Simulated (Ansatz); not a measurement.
`[CH3][Ta](=[S])([Cl])[Cl]`. The species carries charge 0 and has multiplicity 1. Ta: def2 effective core potential. The structure was optimised at the PBE0-D4/def2-TZVP level.

```xyz
8

C     0.286   -1.077   -0.275
Ta   -0.242    0.919    0.219
S    -0.434    0.875    2.353
Cl    1.501    2.242   -0.422
Cl   -2.250    1.338   -0.777
H     1.222   -1.364    0.214
H    -0.491   -1.776    0.050
H     0.409   -1.157   -1.362
```

(1) What is the dipole moment at B3LYP/def2-TZVPP? (Best estimate.)

(2) And with PBE, r2SCAN, ωB97M-V? (Estimate.)

(3) Give the Mulliken charges with B3LYP, PBE, ωB97M-V in def2-TZVPP. (Best estimate.)

Results:

(1) The calculation gave: 2.17 D, with components (0.45, -1.18, -1.76) D in this frame, pointing from negative to positive charge.

(2) The calculation gave: PBE 2.12 D, r2SCAN 2.28 D, ωB97M-V 2.21 D.

(3) Ansatz gave: 
```
atom  B3LYP    PBE  ωB97M-V
  C1  -0.44  -0.42    -0.52
 Ta2   0.71   0.59     0.63
  S3  -0.22  -0.19    -0.17
 Cl4  -0.21  -0.18    -0.18
 Cl5  -0.21  -0.18    -0.18
  H6   0.13   0.13     0.15
  H7   0.13   0.13     0.15
  H8   0.11   0.12     0.13
```

B3LYP here is the variant with VWN-RPA as its local correlation; programs differ in this.
